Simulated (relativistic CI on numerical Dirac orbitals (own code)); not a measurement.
## What each ingredient does to the levels of Hg⁸⁺

Base calculation: Dirac-Coulomb-Breit CI, orbitals from a KLI potential per configuration, model QED, unscaled Slater integrals.

Configuration list (outside the closed core [Kr] 4d10 4f14 5s2): 5p6.5d4, 5p6.5d3.6s, 5p6.5d3.5f, 5p5.5d5, 5p6.5d3.6p, 5p6.5d2.6s.6p, 5p6.5d3.5g, 5p6.5d2.5f.6s, 5p6.5d3.6d, 5p6.5d3.7p, 5p6.5d3.6f, 5p6.5d2.6s2, 5p6.5d.5f.6s2, 5p6.5d.6s2.6p, 5p6.5d.5g.6s2, 5p6.5d.6s2.6d, 5p6.5d2.6p2, 5p6.5d.6s.6p2, 5p6.5d.5f.6p2, 5p6.5d.6p3, 5p6.5d.5g.6p2, 5p6.5d.6p2.6d. Double excitations out of closed p, d and f shells are left out; levels of such configurations are missing from the list, as are those of other unlisted configurations, and high levels can miss mixing partners.

Variants: (1) Breit term removed; (2) non-relativistic limit. Shifts of the energy above 5p6.5d4 5D_0, in cm⁻¹, for the lowest level and the first level of each name with at least 55 % of one term (blank where a level changes its place among those of its configuration and J or its character, or is not in the variant):

```tsv
Level	Base	Δ(1)	Δ(2)
5p6.5d4 5D_0	0.0	0.0	0.0
5p6.5d4 5D_1	10603.0	+398.7	-10603.0
5p6.5d4 5D_2	18560.9	+607.1	-18560.9
5p6.5d4 5D_3	23915.8	+677.3	-23915.8
5p6.5d4 3G_3	43808.9	+697.5	
5p6.5d4 3F_2	44867.1	+649.1	
5p6.5d4 3H_5	46947.4	+860.3	-23386.3
5p6.5d4 3P_1	47951.5	+850.3	-21388.7
5p6.5d4 3H_6	50714.5	+920.4	-27153.4
5p6.5d4 3G_4	55377.9	+919.7	
5p6.5d4 3G_5	70286.4	+1320.7	-41123.8
5p6.5d4 3D_1	72330.9	+1176.9	-35315.0
5p6.5d4 1I_6	72752.5	+1316.9	-37371.9
5p6.5d4 1S_0	82018.7	+1232.0	-38160.2
```

At this charge configurations can still be misplaced by up to about 7 % of their energy. Terms inside the open d or f shell come out 10 to 20 % too wide with unscaled integrals. Levels and lines within the n = 5 or 6 shells can be off by up to 10 % or somewhat more, and those that change n by about 2 %, since core polarisation is missing.

Ionisation energy from the two ground configurations alone: base 133.961 eV; Breit term removed 134.015 eV. The NIST ASD value (theoretical) is 134 eV.

LS names give the leading component of a level, which can be under half, so a name can repeat, a term be missing and a line seem to break the LS rules.
